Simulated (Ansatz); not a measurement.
## A family of molecules: the atomisation energy (no zero-point term)

All atoms of one element are swapped for its congeners: In(OH)3; In(SH)3; In(SeH)3. All are singlets with charge 0.

Shapes, held fixed at every level: PBE0-D4/def2-TZVP. Programs: Ansatz 0.2.0. Values in eV.

```
               level  In(OH)3  In(SH)3  In(SeH)3
       HF/def2-TZVPP    14.60    13.32     11.71
    SPW92/def2-TZVPP    28.20    22.69     20.85
r2SCAN-D4/def2-TZVPP    23.75    19.74     17.95
 B3LYP-D4/def2-TZVPP    23.36    19.21     17.47
  PBE0-D4/def2-TZVPP    23.22    19.50     17.66
        MP2/def2-SVP    22.50    17.80     16.36
  CCSD(T)/def2-TZVPP    23.16    18.95     17.34
```

At CCSD(T)/def2-TZVPP the atomisation energy falls at every step, from 23.16 to 17.34 eV. Every level shows the same order. For atoms past krypton def2 sets carry core potentials with scalar relativity. Relativity is left out for Se unless named. Correlated rows may include outer-core shells of In, Se, which these sets cover unevenly. Spin-orbit coupling, which grows down the group, is left out (summed over each molecule's free atoms 0.21, 0.26, 0.53 eV).
